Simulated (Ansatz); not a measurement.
```yaml
crystal:
  periodic: [false, false, false]
  atoms:
    - {symbol: C, position_ang: [0.930717, -0.970440, -1.702232]}
    - {symbol: O, position_ang: [0.752081, 0.125034, -0.805604]}
    - {symbol: C, position_ang: [-0.442180, 0.704309, -0.765480]}
    - {symbol: O, position_ang: [-0.995450, 1.035575, -1.938841]}
    - {symbol: C, position_ang: [-1.093337, 1.007825, 0.375207]}
    - {symbol: C, position_ang: [-0.797521, 0.624574, 1.735670]}
    - {symbol: O, position_ang: [-1.426238, 1.055738, 2.673545]}
    - {symbol: C, position_ang: [0.327756, -0.397952, 2.062767]}
    - {symbol: F, position_ang: [0.214142, -1.513895, 1.322750]}
    - {symbol: F, position_ang: [0.263773, -0.760603, 3.333195]}
    - {symbol: F, position_ang: [1.540681, 0.120557, 1.848477]}
    - {symbol: H, position_ang: [1.869191, -1.435843, -1.411857]}
    - {symbol: H, position_ang: [0.114918, -1.687680, -1.596387]}
    - {symbol: H, position_ang: [1.006899, -0.641172, -2.742471]}
    - {symbol: H, position_ang: [-0.316400, 1.079906, -2.621212]}
    - {symbol: H, position_ang: [-1.971934, 1.631467, 0.276871]}
basis:
  gaussian: {orbitals: aug-pcseg-2}
magnetization: {spin_polarized: true, initial_magnetization: 0}
hamiltonian: {xc: {name: PBE0}, dispersion: rvv10}
accuracy: high
```

```sh
$ ansatz run in.yaml --threads 4 --pin off --events-out ev --progress --plain --max-ram 66560MiB --backend cuda --devices 0, --max-vram 37GiB
```

(1) How does Ansatz answer? (Best estimate.)

Results:

(1) The calculation gave: The program refused the input.
```
Error: inconsistent input (hamiltonian.dispersion, hamiltonian.xc): `dispersion: rvv10` has no transferable b for PBE exchange — Sabatini et al. (2013) fitted b=6.3 to rPW86, and the PBE refits of Peng & Perdew (2017) are task-dependent (b=6.6 S22 / b=10.0 layered). Use `xc: {exchange: rpw86, correlation: pbe}` for the original rVV10 or `xc: r2scan` for the r²SCAN+rVV10 pairing
```
